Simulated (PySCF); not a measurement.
BH₂O₃, SMILES [O]B(O)O, multiplicity 2.

Geometry optimised at ωB97X-D3(BJ)/def2-SVP. The isomer is the one that the SMILES or the coordinates give; other isomers of the formula were not compared. The values are those of a single conformer.

Calculation: PBE/def2-TZVPD (PySCF).

The molecule is in vacuum.

The total energy is -251.62764 hartree and the point group is C2v. The α spin, highest occupied and lowest empty level comes out as -8.02 and -1.40 eV and the β spin, highest occupied and lowest empty level is -7.54 and -6.45 eV. The dipole moment comes out as 3.73 D and the quadrupole, principal values (traceless, Buckingham form, about the centre of nuclear charge) is -4.46, -1.32, 5.78 D·Å. The mean static polarisability comes out as 28.3 bohr³ (4.19 Å³) and the polarisability, principal values is 22.5, 29.3, 33.0 bohr³. The ⟨S²⟩ is 0.753 (pure state 0.75).
